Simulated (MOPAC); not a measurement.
A run for MOPAC: PM7 on CrCl, 2S+1 = 6, a spin state set in the input, which need not be the lowest, a point of a bond scan (R = 2.211 Å).

```
PM7 1SCF PRECISE CHARGE=0 UHF MS=2.5 THREADS=1
ClCr

Cr     0.00000000 1     0.00000000 1     0.00000000 1
Cl     0.00000000 1     0.00000000 1     2.21067800 1
```

The log:

```
*******************************************************************************
 **                                                                           **
 **                              MOPAC v23.2.5                                **
 **                                                                           **
 *******************************************************************************
 ** MOPAC's Digital Object Identifier: https://doi.org/10.5281/zenodo.6511958 **
 **                                                                           **
 ** Please cite the open-source release paper for use of this MOPAC version:  **
 ** J. E. Moussa and J. J. P. Stewart (2026)                                  **
 ** MOPAC: An open-source semiempirical molecular orbital program             **
 ** J. Open Source Softw., 11(119), 8025, https://doi.org/10.21105/joss.08025 **
 *******************************************************************************

                              PM7 CALCULATION RESULTS

 *******************************************************************************
 *  PM7        - The PM7 Hamiltonian to be used
 *  UHF        - UNRESTRICTED HARTREE-FOCK CALCULATION
 *
 *
 *
 *                 CHARGE ON SYSTEM = 0
 *
 *
 *
 *  MS=        - IN MECI, MAGNETIC COMPONENT OF SPIN =  2.5
 *  PRECISE    - TIGHTER CRITERIA TO BE USED
 *  1SCF       - DO 1 SCF AND THEN STOP
 *  THREADS=1  - MULTI-THREADING NOT USED
 *  T=         - A TIME OF 172800.0 SECONDS REQUESTED
 *  DUMP=N     - RESTART FILE WRITTEN EVERY 7200.0 SECONDS REQUESTED
 *******************************************************************************
PM7 1SCF PRECISE CHARGE=0 UHF MS=2.5 THREADS=1
 ClCr

   ATOM   CHEMICAL          X               Y               Z
  NUMBER   SYMBOL      (ANGSTROMS)     (ANGSTROMS)     (ANGSTROMS)

     1      Cr          0.00000000  *   0.00000000  *   0.00000000  *
     2      Cl          0.00000000  *   0.00000000  *   2.21067800  *



          CARTESIAN COORDINATES

    NO.       ATOM           X           Y           Z

     1        Cr          0.0000      0.0000      0.0000
     2        Cl          0.0000      0.0000      2.2107

 General Reference for PM7:
 "Optimization of Parameters for Semiempirical Methods VI: More Modifications to the
 NDDO Approximations and Re-optimization of Parameters", J. J. P. Stewart, J. Mol. Mod., 1:32, 19 (2013)
 https://link.springer.com/article/10.1007/s00894-012-1667-x

           Empirical Formula: Cr Cl  =     2 atoms



      MOLECULAR POINT GROUP   :   C*v


          UHF CALCULATION, NO. OF ALPHA ELECTRONS =    9
                           NO. OF BETA  ELECTRONS =    4

 -------------------------------------------------------------------------------
 PM7 1SCF PRECISE CHARGE=0 UHF MS=2.5 THREADS=1
 ClCr



     1SCF WAS SPECIFIED, SO BFGS WAS NOT USED
     SCF FIELD WAS ACHIEVED


                              PM7 CALCULATION
                                                       MOPAC v23.2.5 Linux




          FINAL HEAT OF FORMATION =         12.58503 KCAL/MOL =      52.65576 KJ/MOL


          COSMO AREA              =         93.64 SQUARE ANGSTROMS
          COSMO VOLUME            =         79.94 CUBIC ANGSTROMS

          IONIZATION POTENTIAL    =          9.574198 EV
          ALPHA SOMO LUMO (EV)    =         -9.574  0.811
          BETA  SOMO LUMO (EV)    =        -10.907  2.910
          NO. OF ALPHA ELECTRONS  =          9
          NO. OF BETA  ELECTRONS  =          4
          MOLECULAR WEIGHT        =         87.4490         POINT GROUP:  C*v

          MOLECULAR DIMENSIONS (Angstroms)

            Atom       Atom       Distance
           Cl     2   Cr     1     2.21068
           Cl     2   Cr     1     0.00000
           Cr     1   Cl     2     0.00000


          SCF CALCULATIONS        =          1





   ATOM   CHEMICAL          X               Y               Z
  NUMBER   SYMBOL      (ANGSTROMS)     (ANGSTROMS)     (ANGSTROMS)

     1      Cr          0.00000000  *   0.00000000  *   0.00000000  *
     2      Cl          0.00000000  *   0.00000000  *   2.21067800  *

                             CARTESIAN COORDINATES

   1   Cr        0.000000000     0.000000000     0.000000000
   2   Cl        0.000000000     0.000000000     2.210678000


           Empirical Formula: Cr Cl  =     2 atoms



      MOLECULAR POINT GROUP   :   C*v


          ALPHA EIGENVALUES
 -25.16438 -16.22912 -16.22912 -16.00153 -16.00153 -15.45122 -10.00666  -9.57420
  -9.57420   0.81127  73.18861  73.18861  73.61015  74.54034  74.54034  75.01545
  75.03018  75.03018


           BETA EIGENVALUES
 -24.18140 -11.32299 -10.90735 -10.90735   2.90991   2.98247   2.98247   3.03955
   3.03955   4.06366  74.66886  74.66886  74.81744  74.81744  75.02960  80.31380
  81.48262  81.48262


              NET ATOMIC CHARGES AND DIPOLE CONTRIBUTIONS

  ATOM NO.   TYPE          CHARGE      No. of ELECS.   s-Pop       p-Pop       d-Pop
    1         Cr           0.544326        5.4557     0.20422     0.00215     5.24931
    2         Cl          -0.544326        7.5443     1.98560     5.55791     0.00081
 DIPOLE           X         Y         Z       TOTAL
 POINT-CHG.     0.000     0.000    -5.780     5.780
 HYBRID         0.000     0.000    -0.087     0.087
 SUM            0.000     0.000    -5.866     5.866


          ATOMIC ORBITAL ELECTRON POPULATIONS

     Atom    s        px        py        pz      x^2-y^2     xz        z^2       yz        xy
    1 Cr   0.20422   0.00040   0.00040   0.00135   0.99994   1.08680   1.07584   1.08680   0.99994
    2 Cl   1.98560   1.91269   1.91269   1.73253   0.00006   0.00011   0.00046   0.00011   0.00006


                    (SZ)    =    2.500000
                    (S**2)  =    8.766109


          ATOMIC ORBITAL SPIN POPULATIONS

    Atom   Total    s     px     py     pz   x^2-y^2  xz     z^2    yz     xy
         Atomic
    1 Cr  4.8311  0.126  0.000  0.000  0.000  1.000  0.913  0.879  0.913  1.000
    2 Cl  0.1689  0.008  0.087  0.087 -0.013  0.000  0.000  0.000  0.000  0.000

 **********************
 *                    *
 * JOB ENDED NORMALLY *
 *                    *
 **********************




 == MOPAC DONE ==
```

The run finished.

Cost: around 0.020 core-seconds (rough).
